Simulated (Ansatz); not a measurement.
Gas-phase electronic energies from Ansatz, PBE0-D4/def2-TZVP geometries. CCSD(T)/CBS is the MP2 limit (def2-TZVPP, def2-QZVPP) plus CCSD(T) − MP2 in def2-TZVPP, frozen cores. Functionals use def2-TZVPP. B3LYP here is the variant with VWN-RPA as its local correlation; programs differ in this. HSE06 is defined as in plane-wave codes. Elements past krypton have def2 core potentials. For As, Ge, Sn outer-core shells are correlated without core-valence functions, which leaves a few kJ/mol of doubt a bond. Scalar relativity is left out up to krypton. One conformer a species, not always the lowest.

Reaction (redistribution): `[F][SnH2][AsH2]` + `CS[S][GeH3]` → `[GeH3][S]S[AsH2]` + `[CH3][SnH2][F]`

```
           level  ΔE (kJ/mol)  difference from CCSD(T)/CBS
          PBE-D4          8.9                          2.0
         BLYP-D4          5.0                         -1.9
        B3LYP-D4          7.0                          0.1
        HSE06-D4         10.3                          3.4
             PBE         10.6                          3.7
          r2SCAN          9.9                          3.0
CCSD(T)/def2-SVP         15.1                          8.2
 CCSD/def2-TZVPP          4.2                         -2.7
   HF/def2-QZVPP         11.3                          4.4
    HF/CBS(def2)         11.3                          4.4
     CCSD(T)/CBS          6.9                            0
```

Largest T1 diagnostic among the species: 0.013.

In def2-TZVPP, CCSD(T) changes the Hartree–Fock value by −8.3 kJ/mol (the triples alone add −1.3 kJ/mol) and MP2 by −9.6 kJ/mol. Leaving LDA and LC-ωPBE aside and taking each functional with its dispersion term where it has one, the values, not all of them listed here, spread over 7.7 kJ/mol, from B97M-V to r2SCAN0-D4. At CCSD(T), def2-SVP lies +8.2 kJ/mol from the extrapolated value and def2-TZVPP −4.1 kJ/mol.
